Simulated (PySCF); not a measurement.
**Polarisability and C₆ of Bi (bismuth, neutral)**

[Xe] 4f14 5d10 6s2 6p3, high-spin 4S determinant. All numbers are calculated (PySCF 2.14, scalar relativity by spin-free X2C-1e, in x2c-TZVPPall with one added diffuse shell each of s, p, d, f type (12s8p7d4f, 99 functions)). Coupled (time-dependent) response in atomic units; α is the mean over directions.

| method | mean α (bohr³) | C₆ (like pair) | S(−4) |
| --- | --- | --- | --- |
| PBE0 | 51.69 | 620.6 | 776.4 |

S(−4) is the Cauchy moment in α(ω) = α(0) + S(−4) ω² + …

Reference α: 48 ± 4 bohr³ (recommended; Schwerdtfeger and Nagle, table of static dipole polarizabilities (2023 update)). Published C₆: 513.0 (Gould and Bucko (2016)).

α(iu) at PBE0:

```csv
u (hartree),α(iu) (bohr³)
0,51.69
0.0500,49.84
0.100,45.22
0.200,34.10
0.300,25.37
0.500,15.33
0.750,9.575
1.00,6.733
1.50,4.054
2.00,2.796
3.00,1.602
5.00,0.7325
```

A single London oscillator, α(iu) = α/(1 + u²/ω²), gives C₆ = (3/4) ω α². Matching the computed C₆ needs ω = 4 × 620.6 / (3 × 51.69²) = 0.310 hartree.

Spin-orbit coupling, which splits the p, d and f shells strongly at this Z, is absent. Spin-orbit coupling is strong in this species (close to jj coupling), so the high-spin LS determinant is a model state, not a physical level.
